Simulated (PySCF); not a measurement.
Does the structure fit the spectrum?

A compound C₅H₈F₃NSi gives the data below (simulated from a calculation) and was assigned the structure `CC#C[Si@@](C)(N)C(F)(F)F`.

13C{1H} NMR (computed): δ 123.2 (C), 103.0 (C), 94.9 (C), 2.3 (CH3, 2C).

1H NMR (400 MHz, computed): δ 0.52 (br s, 2H), 0.28 (s, 6H).

[PySCF 2.14.0 with density-fitted response routines: NMR shieldings at PBE0/pcSseg-1/GIAO; geometry from GFN2-xTB; fast rotation and ring inversion assumed for equivalent nuclei; one conformer; no relativistic terms; no solvent model]

δ = σ(ref) − σ, references computed at the same level: 1H and 13C against TMS.

**Question.** Compare with the shifts computed for the proposed structure, pairing carbons in order of shift.

**Answer.** Structure with atom numbers: `[CH3:1][C:2]#[C:3][Si@@:4]([CH3:5])([NH2:6])[C:7]([F:8])([F:9])[F:10]`. Each H is labelled by its parent atom.

| atom | computed for proposal | given list | difference |
| --- | --- | --- | --- |
| C7 | 138.4 | 123.2 | +15.2 |
| C2 | 112.7 | 103.0 | +9.7 |
| C3 | 85.1 | 94.9 | -9.8 |
| C1 | 5.6 | 2.3 | +3.3 |
| C5 | -2.1 | 2.3 | -4.4 |

The rms difference is 9.5 ppm and the largest +15.2 ppm at C7 (CF3 carbon). The proposal also would give 5 carbon signals, not 4. The proposal doesn't fit.

**Question.** Which isomer fits?

**Answer.** `C[Si](C)(N)C#CC(F)(F)F`.

1. Carbon types of the structure: 3 × C, 2 × CH3, leaving 2 H on heteroatoms.
2. δC 123.2: CF3 carbon; 3 electronegative neighbours deshield it.
3. δC 103.0, 94.9: alkyne carbon; sp carbons lie upfield of alkene carbons because the cylindrical π system leaves one tensor component strongly shielded.
4. δC 2.3: methyl carbon bonded to Si; an electropositive neighbour leaves it electron-rich and shielded.
5. δH 0.52: hydrogen on a nitrogen bonded to Si; exchangeable, gas-phase position.

Other isomers checked: C=N[SiH2][C@@H]1C[C@H]1C(F)(F)F (rms 42.8 ppm).

The shifts were computed for this structure.

OH/NH shifts are gas-phase values; hydrogen bonding in solution moves them, usually downfield. Splittings by 19F in the carbon and heteronuclear signals aren't shown, as no couplings were computed. Shifts are as computed. Against solution values, carbons near 30 ppm lie about +3 ppm off and those near 130 ppm about +5 ppm. Of 1211 compounds with measured shifts, 218 miss one by over three times the rms of a fit or turn the order of signals round; such compounds aren't used in these exercises.
